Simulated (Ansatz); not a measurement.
`[SiH3][Ge]([Cl])([Cl])[Cl]` + HI → `[Cl][Ge]([Cl])([Cl])[I]` + SiH₄ at 400 K and 1 bar (cleavage of the Ge–Si bond).

Calculated with Ansatz (gas phase, PBE0-D4/def2-TZVP geometries, no zero-point term in ΔE). CCSD(T)/CBS adds triple-zeta CCSD(T) − MP2 to the extrapolated MP2 energy (def2 sets, frozen cores). This one scheme is used for every species. def2 core potentials past Kr. For Ge, I outer-core shells are correlated without core-valence functions, which leaves a few kJ/mol of doubt a bond. Scalar relativity is left out up to krypton.

```
                     species  CCSD(T)/CBS energy (Eh)  H − E (kJ/mol)  S (J/(mol·K))
`[SiH3][Ge]([Cl])([Cl])[Cl]`              -3746.46107           115.7          432.0
                          HI               -298.03592            25.7          215.0
   `[Cl][Ge]([Cl])([Cl])[I]`              -3753.05178            45.8          410.5
                        SiH₄               -291.46306            96.9          218.6
```

H − E and S are ideal-gas, rigid-rotor, harmonic terms from PBE0-D4/def2-TZVP. 1 Eh = 2625.50 kJ/mol, R = 8.31446 J/(mol·K).

By hand: ΔE, ΔH, ΔS and ΔG.

ΔE = (-3753.05178) + (-291.46306) − (-3746.46107) − (-298.03592) = -0.01785 Eh = -46.9 kJ/mol. Δ(H − E) = 45.8 + 96.9 − 115.7 − 25.7 = 1.3, so ΔH = -45.6 kJ/mol. ΔS = 410.5 + 218.6 − 432.0 − 215.0 = -17.9 J/(mol·K). ΔG = -45.6 − 400 × (-17.9)/1000 = -38.4 kJ/mol.

By hand: the equilibrium constant, and the temperature at which ΔG would vanish if ΔH and ΔS stayed fixed.

log₁₀ K = −ΔG/(RT ln 10) = 5.0. ΔG = 0 at ΔH/ΔS = 2547 K, far beyond where these terms or the molecules hold.

ΔH outweighs TΔS. A doubt of 5 kJ/mol in ΔE shifts log₁₀ K by 0.7 here. These are equilibria of isolated gas molecules and say nothing of rates. Largest T1 diagnostic: 0.011 (customary marks: 0.02 for closed shells, 0.045 for open ones).
